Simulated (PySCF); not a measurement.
Excitation energy of H by level of theory

H 1s1 (2S) → H 2p1 (2P), as a difference of total energies. Calculation: PySCF 2.14, in aug-cc-pVTZ; the non-relativistic Hamiltonian (point nucleus). The calculations carry no spin-orbit coupling.

| method | excitation energy (cm⁻¹) | error (cm⁻¹) |
| --- | --- | --- |
| UHF | 90623 | +8363 |
| LDA | 83925 | +1666 |
| PBE | 85868 | +3609 |
| PBE0 | 86992 | +4732 |
| r2SCAN | 87328 | +5068 |
| MN15 | 95075 | +12816 |
| r2SCAN0 | 88145 | +5886 |
| TPSSh | 86759 | +4500 |
| wB97X-V | 88854 | +6595 |

Reference: 82259 cm⁻¹ (measured; NIST levels, between the centres of gravity of the two terms).

The promoted electron is Rydberg-like, and one or two diffuse shells describe it only roughly, which tends to raise the upper state.

In the upper state the promoted electron has a positive orbital energy at LDA, MN15, so the basis confines it.
